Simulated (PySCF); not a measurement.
C8H9Cl.
Z-matrix (Å and degrees, PBE0-D3(BJ)/def2-SVP geometry), rows numbered from 1:
```
Cl
C   1  1.7922
C   2  1.5103  1  110.64
C   3  1.5578  2  116.23  1  -172.60
C   4  1.5341  3   99.28  2    68.80
C   5  1.3366  4  106.97  3    35.83
C   6  1.5320  5  107.10  4    -0.08
C   7  1.5323  3   97.92  2  -176.44
C   8  1.3366  7  107.08  3    36.73
H   2  1.0990  1  106.84  3   120.49
H   2  1.0971  1  107.15  3  -122.73
H   3  1.1008  2  108.71  1    61.28
H   4  1.0983  3  117.55  2   -57.40
H   5  1.0905  4  124.86  3  -147.51
H   6  1.0904  5  127.98  4   176.91
H   7  1.0968  3  116.79  2    58.42
H   8  1.0904  7  124.76  3  -145.99
H   9  1.0905  4  124.69  3   145.99
```

All values: PBE0/def2-SVPD (PySCF, non-relativistic), on one gas-phase PBE0-D3(BJ)/def2-SVP geometry that isn't relaxed in the solvent. The solvent is an IEF-PCM continuum (van der Waals radii × 1.2). Specific hydrogen bonds and non-electrostatic terms are outside this model.

Gas phase at PBE0/def2-SVPD: HOMO -6.76 eV, LUMO -0.70 eV, dipole 2.15 D.

Problem. What does the continuum do to the energy, the frontier levels and the dipole at PBE0/def2-SVPD in chloroform and acetonitrile?

Solution. 
```json
{"solvent": "chloroform", "ε": "4.711", "E(solvent) − E(gas) (kcal/mol)": "-2.86", "polarisation term (kcal/mol)": "-3.15", "distortion of the solute (kcal/mol)": "0.29", "HOMO (eV)": "-6.66", "LUMO (eV)": "-0.58", "dipole (D)": "2.60"}
{"solvent": "acetonitrile", "ε": "35.69", "E(solvent) − E(gas) (kcal/mol)": "-3.98", "polarisation term (kcal/mol)": "-4.57", "distortion of the solute (kcal/mol)": "0.59", "HOMO (eV)": "-6.65", "LUMO (eV)": "-0.57", "dipole (D)": "2.79"}
```

The first energy column is the sum of the next two and covers electrostatics alone. From chloroform to acetonitrile the lowering changes by a factor 1.39, Onsager's factor (ε − 1)/(2ε + 1) by 1.35 and ε itself by 7.6.

Problem. Which radius a makes the point-dipole formula ΔE = −[(ε − 1)/(2ε + 1)]·μ²/a³ give the value in acetonitrile, with the gas-phase dipole?

Solution. μ = 0.845 au and |ΔE| = 0.00634 Eh give a = 2.00 Å; the farthest nucleus lies 3.30 Å from the centroid of the nuclei, so such a sphere wouldn't even hold the nuclei. The formula assumes a rigid point dipole at the centre of a sphere.

Problem. How does the static polarisability (PBE0/def2-SVPD, frozen core, with the continuum's full static response) change?

Solution. 
```csv
medium,isotropic (au),principal values (au),⟨r²⟩ of the electrons (bohr²)
gas,97.3,"87.8, 94.8, 109.3",1347.7
chloroform,123.0,"111.8, 120.2, 137.1",1347.9
acetonitrile,136.0,"124.7, 132.0, 151.3",1348.0
```

The isotropic value in acetonitrile is 1.40 times the gas-phase one; no cavity-field correction is applied. ⟨r²⟩ is taken about the centre of nuclear charge.
